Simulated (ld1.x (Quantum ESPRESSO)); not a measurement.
Transferability test, PAW potential for oxygen (O)

ld1.x (Quantum ESPRESSO) 7.5 input, shortened:

```
&input
   title='O', zed=8., rel=1, dft='PBE', iswitch=3,
   config='[He] 2s2 2p3.5 3d-2'
 /
 &inputp
   pseudotype=3, lpaw=.true., tm=.true., lloc=-1, rcloc=1.05,
   nlcc=.true.,
   which_augfun='PSQ', rmatch_augfun_nc=.true.
 /
6
2S  1  0   2.00   0.00  0.55  0.60  0.0
2S  1  0   0.00  -1.75  0.55  0.60  0.0
2P  2  1   3.50   0.00  1.70  2.05  0.0
2P  2  1   0.00  -0.50  1.70  2.05  0.0
3D  3  2  -2.00   0.45  2.00  2.35  0.0
3D  3  2  -2.00   1.80  2.00  2.35  0.0
 &test
   configts(1)='2s2 2p3.5'
 /
```

Energies are relative to the spin-unpolarised reference configuration 2s2 2p3.5; without spin polarisation the order of configurations can differ from experiment. The frozen-core shift is the all-electron ΔE with the core orbitals held at their reference shape minus the fully relaxed ΔE.

```
valence configuration  charge  ΔE all-electron (eV)  error AE − PS (meV)  frozen-core shift (meV)
              2s2 2p4       0                -6.286                 -2.7                      0.0
              2s2 2p2      +2                43.731                  -79                     +1.0
              2s1 2p5       0                 8.665                 -3.8                     +0.4
              2s2 2p0      +4               174.505                  -22                      +22
            2s2 2p4.3    -0.3                -8.408                 -4.9                      0.0
              2s1 2p4      +1                25.374                 -6.3                     +0.5
```

What are ΔE and the potential's error for 2s2 2p3?

ΔE = 10.145 eV all-electron; the error (AE − PS) is -6.8 meV.
